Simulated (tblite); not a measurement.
Record of a relaxation.

Compound: C₅H₁₁P₃.
SMILES with atom numbers: `[CH2:1]=[C:2]([CH3:3])/[P:4]=[P:5]/[CH2:6][CH2:7][PH2:8]` (hydrogens: H9, H10 on C1; H11, H12, H13 on C3; H14, H15 on C6; H16, H17 on C7; H18, H19 on P8)

Computed with GFN2-xTB (tblite), gas phase: L-BFGS steps from a force-field or distance-geometry start until the largest atomic force falls under 0.01 eV/Å. 7 of its 171 geometries are shown.

Step 0: E = -646.1857 eV, largest atomic force 3.945 eV/Å
```
atom  x, y, z in Å  |  force x, y, z in eV/Å
C1     -2.902   -0.450    1.548    0.914   0.650  -1.034
C2     -2.796   -0.054    0.254    0.789  -1.612   2.098
C3     -3.915   -0.158   -0.696   -0.645   0.666  -1.569
P4     -1.205    0.621   -0.368   -1.234   2.915  -1.923
P5      0.578   -0.196   -0.032    1.157  -3.337   1.758
C6      2.154    0.563   -0.719   -1.057   2.227  -1.496
C7      3.151    0.738    0.384    0.715  -0.263   0.590
P8      3.556   -0.922    1.159   -0.916  -1.169   1.332
H9     -1.983   -0.319    2.139   -0.887  -0.401   0.091
H10    -3.823   -0.847    1.962    0.349   0.260   0.053
H11    -4.284   -1.193   -0.807    0.086   0.497   0.279
H12    -4.751    0.531   -0.427    0.504  -0.682   0.030
H13    -3.601    0.173   -1.718   -0.091  -0.251   0.657
H14     2.550    0.012   -1.600   -0.383   0.077   0.608
H15     1.850    1.598   -1.071    0.483  -0.722  -0.082
H16     2.690    1.403    1.155    0.491  -0.603  -0.218
H17     4.115    1.166    0.091   -0.234   0.315  -0.420
H18     4.901   -0.779    1.718   -0.620   0.092  -1.232
H19     3.705   -1.879    0.052    0.579   1.340   0.478
```

Step 28: E = -647.9220 eV, largest atomic force 0.132 eV/Å
```
atom  x, y, z in Å  |  force x, y, z in eV/Å
C1     -2.627   -0.414    1.462   -0.002  -0.026   0.020
C2     -2.540   -0.013    0.199    0.076   0.009  -0.016
C3     -3.709   -0.109   -0.743    0.025   0.001  -0.012
P4     -1.049    0.804   -0.463   -0.011   0.006   0.021
P5      0.440   -0.438    0.163   -0.118   0.048  -0.036
C6      1.856    0.523   -0.598   -0.029   0.009  -0.038
C7      2.995    0.670    0.399    0.023  -0.017   0.035
P8      3.306   -0.972    1.221    0.047  -0.027  -0.002
H9     -1.804   -0.329    2.153   -0.011  -0.001  -0.026
H10    -3.539   -0.849    1.840    0.003  -0.025   0.058
H11    -4.072   -1.134   -0.777   -0.035  -0.033  -0.001
H12    -4.526    0.528   -0.408   -0.007   0.009   0.030
H13    -3.437    0.193   -1.752    0.061   0.015  -0.015
H14     2.200   -0.055   -1.461    0.037  -0.027  -0.031
H15     1.519    1.498   -0.959    0.021   0.018  -0.012
H16     2.717    1.380    1.184   -0.015   0.019   0.027
H17     3.899    1.042   -0.087    0.036  -0.007  -0.027
H18     4.628   -0.704    1.596   -0.069   0.028   0.001
H19     3.734   -1.612    0.054   -0.032   0.001   0.024
```

Step 57: E = -647.9701 eV, largest atomic force 0.191 eV/Å
```
atom  x, y, z in Å  |  force x, y, z in eV/Å
C1     -2.462   -0.539    1.491   -0.024  -0.029  -0.020
C2     -2.446    0.053    0.303    0.088   0.017  -0.005
C3     -3.580   -0.081   -0.674    0.039   0.023   0.017
P4     -1.035    1.103   -0.226    0.009  -0.190   0.022
P5      0.356   -0.385   -0.178    0.073   0.065  -0.015
C6      1.861    0.549   -0.790   -0.142  -0.009  -0.083
C7      2.890    0.674    0.324   -0.052   0.021  -0.032
P8      2.952   -0.917    1.274   -0.005  -0.151   0.076
H9     -1.669   -0.419    2.213   -0.026  -0.008  -0.075
H10    -3.287   -1.172    1.776   -0.010   0.004   0.084
H11    -3.985   -1.092   -0.649   -0.015   0.032   0.031
H12    -4.378    0.615   -0.415   -0.001   0.005  -0.021
H13    -3.255    0.136   -1.690    0.022   0.017   0.005
H14     2.279   -0.044   -1.609    0.016  -0.011  -0.010
H15     1.589    1.528   -1.190   -0.007   0.036  -0.001
H16     2.575    1.445    1.032    0.005   0.087   0.030
H17     3.861    0.953   -0.088    0.138  -0.005   0.056
H18     4.204   -0.714    1.868   -0.063   0.064  -0.051
H19     3.522   -1.681    0.252   -0.044   0.032  -0.007
```

Step 85: E = -648.0494 eV, largest atomic force 0.110 eV/Å
```
atom  x, y, z in Å  |  force x, y, z in eV/Å
C1     -2.279   -0.721    1.490    0.025  -0.052   0.016
C2     -2.302   -0.028    0.361   -0.042  -0.047  -0.033
C3     -3.468   -0.030   -0.580   -0.068   0.009  -0.039
P4     -0.905    1.048   -0.126    0.069   0.014  -0.084
P5      0.445   -0.434   -0.464   -0.016   0.039  -0.003
C6      1.917    0.603   -0.965   -0.057  -0.022  -0.015
C7      2.791    0.737    0.279   -0.043   0.063  -0.070
P8      2.502   -0.770    1.320    0.019  -0.018   0.025
H9     -1.421   -0.712    2.139    0.043   0.045   0.083
H10    -3.110   -1.330    1.804   -0.041  -0.053  -0.021
H11    -4.108   -0.889   -0.394   -0.018   0.014   0.024
H12    -4.061    0.877   -0.457    0.030   0.025  -0.008
H13    -3.123   -0.067   -1.614   -0.012   0.008   0.037
H14     2.456    0.057   -1.746    0.007  -0.022   0.016
H15     1.616    1.567   -1.380    0.024   0.013   0.055
H16     2.455    1.588    0.883    0.021   0.043  -0.036
H17     3.843    0.885    0.026    0.024  -0.029   0.059
H18     3.712   -0.682    2.027   -0.018  -0.024   0.019
H19     3.030   -1.690    0.418    0.051  -0.005  -0.024
```

Step 113: E = -648.0798 eV, largest atomic force 0.051 eV/Å
```
atom  x, y, z in Å  |  force x, y, z in eV/Å
C1     -2.175   -0.832    1.364    0.008  -0.006  -0.019
C2     -2.304   -0.071    0.284    0.009  -0.022  -0.010
C3     -3.570    0.019   -0.514    0.003   0.044   0.001
P4     -0.938    1.011   -0.286   -0.029  -0.029  -0.003
P5      0.477   -0.433   -0.486    0.006   0.014  -0.028
C6      1.951    0.618   -0.956    0.016  -0.004  -0.012
C7      2.799    0.758    0.307   -0.012  -0.003  -0.016
P8      2.458   -0.746    1.341    0.047   0.002   0.006
H9     -1.254   -0.871    1.924   -0.014   0.005   0.008
H10    -2.986   -1.443    1.730    0.005  -0.001  -0.017
H11    -4.372   -0.552   -0.051    0.026  -0.002   0.017
H12    -3.883    1.060   -0.604    0.003  -0.022  -0.021
H13    -3.404   -0.369   -1.521    0.002   0.035   0.037
H14     2.513    0.073   -1.721   -0.018   0.016  -0.023
H15     1.662    1.588   -1.366   -0.014  -0.028  -0.017
H16     2.471    1.634    0.876    0.002  -0.028   0.043
H17     3.865    0.871    0.089   -0.028  -0.008   0.008
H18     3.610   -0.650    2.136    0.022   0.017   0.023
H19     3.071   -1.654    0.476   -0.033   0.020   0.022
```

Step 142: E = -648.0856 eV, largest atomic force 0.048 eV/Å
```
atom  x, y, z in Å  |  force x, y, z in eV/Å
C1     -2.139   -0.925    1.280   -0.004  -0.004  -0.013
C2     -2.293   -0.107    0.244   -0.012   0.008   0.016
C3     -3.600    0.087   -0.463    0.012  -0.013   0.015
P4     -0.924    0.951   -0.347    0.024  -0.013  -0.019
P5      0.506   -0.484   -0.517   -0.017   0.031   0.032
C6      1.967    0.589   -0.970   -0.015  -0.010  -0.004
C7      2.784    0.772    0.308   -0.010  -0.016   0.007
P8      2.453   -0.700    1.389   -0.029   0.004   0.012
H9     -1.192   -1.029    1.785   -0.009  -0.004  -0.003
H10    -2.956   -1.517    1.663   -0.002   0.000  -0.015
H11    -4.415   -0.379    0.086   -0.023  -0.004   0.025
H12    -3.809    1.148   -0.587   -0.017   0.028   0.018
H13    -3.560   -0.356   -1.458    0.040  -0.011  -0.025
H14     2.549    0.046   -1.720    0.032   0.017   0.005
H15     1.660    1.545   -1.398   -0.006  -0.008  -0.029
H16     2.432    1.655    0.852    0.011  -0.011  -0.003
H17     3.852    0.892    0.110    0.006   0.019  -0.005
H18     3.590   -0.552    2.201   -0.006   0.001  -0.022
H19     3.086   -1.628    0.565    0.025  -0.013   0.008
```

Step 170: E = -648.0928 eV, largest atomic force 0.010 eV/Å
```
atom  x, y, z in Å  |  force x, y, z in eV/Å
C1     -2.152   -1.043    1.196   -0.001  -0.001  -0.009
C2     -2.286   -0.135    0.236    0.001   0.001   0.005
C3     -3.605    0.196   -0.396   -0.004   0.003  -0.004
P4     -0.888    0.883   -0.358    0.001   0.000  -0.004
P5      0.527   -0.570   -0.498   -0.004  -0.001  -0.003
C6      1.982    0.487   -1.002    0.007   0.002   0.000
C7      2.752    0.797    0.279    0.002   0.007  -0.003
P8      2.473   -0.623    1.441   -0.009  -0.003  -0.002
H9     -1.200   -1.248    1.659   -0.002   0.002   0.001
H10    -2.995   -1.615    1.554    0.005   0.002   0.003
H11    -4.415   -0.360    0.072    0.006  -0.001  -0.003
H12    -3.808    1.263   -0.306   -0.003   0.000   0.007
H13    -3.581   -0.045   -1.459   -0.003  -0.005   0.004
H14     2.604   -0.105   -1.680    0.001  -0.003   0.001
H15     1.673    1.393   -1.528    0.002  -0.002   0.004
H16     2.334    1.689    0.759   -0.004   0.000   0.002
H17     3.817    0.971    0.099    0.002   0.000  -0.002
H18     3.579   -0.363    2.263    0.003  -0.002   0.004
H19     3.180   -1.563    0.692    0.001  -0.001   0.000
```

**Question.** Summarise the path.

**Answer.** The energy falls by 184.00 kJ/mol from step 0 to step 170; nine tenths of that is first reached at step 21. It falls at every step. The largest force goes from 3.945 to 0.010 eV/Å. Among the bonds P8–H19 changes most, from 1.471 to 1.394 Å; the atoms move by 0.851 Å rms after alignment.

**Question.** Follow the three bonds and two angles with the largest change from start to end.

**Answer.** 
```csv
step,E above end (kJ/mol),largest force (eV/Å),P8–H19 (Å),P8–H18 (Å),C6–H15 (Å),C2–P4–P5 (°),P4–P5–C6 (°)
0,184.00,3.945,1.471,1.463,1.135,124.6,121.6
7,49.63,0.651,1.385,1.390,1.097,110.2,107.4
15,23.65,0.353,1.399,1.396,1.098,103.1,100.4
22,17.74,0.131,1.397,1.396,1.092,102.3,97.3
30,16.23,0.087,1.399,1.398,1.094,102.0,96.7
37,15.71,0.070,1.399,1.398,1.092,100.8,97.6
44,14.66,0.151,1.397,1.397,1.093,99.0,98.6
52,13.15,0.148,1.396,1.396,1.093,96.8,100.2
59,10.96,0.208,1.396,1.401,1.092,95.7,100.3
67,5.97,0.115,1.394,1.405,1.093,98.1,98.7
74,5.34,0.035,1.395,1.404,1.092,97.8,99.1
81,4.89,0.081,1.396,1.404,1.091,97.7,99.2
89,3.63,0.072,1.395,1.402,1.092,96.7,99.6
96,2.84,0.076,1.394,1.401,1.092,96.2,100.0
103,2.20,0.102,1.394,1.408,1.093,96.8,100.2
111,1.45,0.079,1.397,1.405,1.092,97.3,100.3
118,1.07,0.038,1.394,1.405,1.091,97.6,100.1
126,0.95,0.029,1.394,1.404,1.092,97.7,99.5
133,0.89,0.025,1.394,1.404,1.092,98.0,99.6
140,0.77,0.037,1.394,1.405,1.092,98.1,99.6
148,0.38,0.046,1.395,1.406,1.092,98.5,99.5
155,0.20,0.048,1.394,1.404,1.092,99.0,99.3
163,0.05,0.021,1.395,1.403,1.092,98.7,99.3
170,0.00,0.010,1.394,1.403,1.092,99.0,99.0
```

The cost below is that of the whole relaxation. Hardware: one thread, Arm Neoverse V1 (aarch64), shared host with 32 logical CPUs at a one-minute load of 12. Cost: 1.7 s wall.
